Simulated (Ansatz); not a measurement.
Total energies of Ge₁₉H₂₈, a nanocrystal cut from cubic germanium from Ansatz at PBE-D4/def2-TZVP, gas phase (1 Eh = 27.2114 eV = 2625.5 kJ/mol). The reference geometry is relaxed at PBE-D4/def2-SVP.

```xyz
47

Ge   -1.674   -3.132    1.794
Ge    3.574   -1.469    0.943
Ge   -2.569   -2.269   -2.014
Ge    2.676   -0.599   -2.885
Ge   -5.269   -1.667    0.864
Ge   -2.681    0.613    2.877
Ge   -3.583    1.472   -0.929
Ge    0.001    0.002    0.001
Ge    2.583    2.259    2.022
Ge    1.675    3.125   -1.807
Ge    5.269    1.665   -0.865
Ge   -3.446   -3.117    0.107
Ge    1.818   -1.452   -0.759
Ge   -0.868   -0.847    2.127
Ge    4.402    0.811    1.260
Ge   -1.769    0.019   -1.691
Ge    3.501    1.681   -2.559
Ge   -4.454    0.618    1.192
Ge    0.821    2.287    0.326
H    -0.497   -4.035    1.321
H    -2.221   -3.714    3.132
H     4.743   -2.404    0.511
H     2.992   -2.012    2.282
H    -1.393   -3.168   -2.500
H    -3.685   -2.306   -3.101
H     3.828   -1.509   -3.410
H     1.535   -0.606   -3.946
H    -5.856   -2.215    2.199
H    -6.413   -1.668   -0.194
H    -3.246    0.118    4.242
H    -2.135    2.059    3.077
H    -4.723    1.516   -1.990
H    -3.044    2.921   -0.739
H     2.003    1.724    3.364
H     3.121    3.700    2.269
H     0.528    3.125   -2.861
H     2.186    4.589   -1.650
H     6.451    0.772   -1.349
H     5.816    3.110   -0.664
H    -3.988   -4.566   -0.093
H     1.248   -2.892   -0.953
H     0.291   -0.837    3.172
H     5.547    0.809    2.320
H    -1.170    0.568   -3.024
H     4.079    2.225   -3.902
H    -5.631    1.522    1.675
H    -0.371    3.172    0.809
```

```csv
state,geometry,energy (Eh)
charge 0 singlet,reference,-39474.39841
charge 1 doublet,reference,-39474.11574
charge -1 doublet,reference,-39474.41997
free Ge atom (triplet),–,-2076.60177
free H atom (doublet),–,-0.49962
```

Single mean-field runs in def2-TZVP are fitted with def2-universal-jkfit.

Question: Work out the vertical ionisation energy to the doublet.

Answer: E(charge 1 doublet) − E(charge 0 singlet) = -39474.11574 − (-39474.39841) = 0.28267 Eh = 7.69 eV. For comparison, −ε of the highest occupied level is 6.15 eV at this level, 1.54 eV less.

Question: Work out the vertical electron affinity, to the doublet.

Answer: E(charge 0 singlet) − E(charge -1 doublet) = -39474.39841 − (-39474.41997) = 0.02156 Eh = 0.59 eV. The basis lacks diffuse functions, which makes affinities too small.

Question: Give the fundamental gap IE − EA, the Mulliken electronegativity (IE + EA)/2 and the hardness (IE − EA)/2.

Answer: From the values in Eh: IE − EA = 0.28267 − 0.02156 = 0.26111 Eh = 7.11 eV; (IE + EA)/2 = 4.14 eV; (IE − EA)/2 = 3.55 eV. The HOMO–LUMO gap of the same run is 4.30 eV, 2.81 eV smaller than the fundamental gap.

Question: What is the binding energy per atom against free atoms?

Answer: Atoms: 19 × (-2076.60177) + 28 × (-0.49962) = -39469.42299 Eh. Binding: -39469.42299 − (-39474.39841) = 4.97542 Eh = 135.39 eV, or 2.88 eV for each of 47 atoms (no zero-point energy, no counterpoise term).

At PBE-D4/def2-TZVP the gap within one spin of the charge 1 doublet nearly closes, so an electron or hole may be smeared out by delocalisation error. At PBE-D4/def2-TZVP the highest occupied level of the charge -1 doublet lies above zero (up to 0.79 eV). By energy differences its removal costs 0.59 eV (vertical, to the charge 0 singlet, at PBE-D4/def2-TZVP); self-interaction error and the lack of diffuse functions both raise the level.
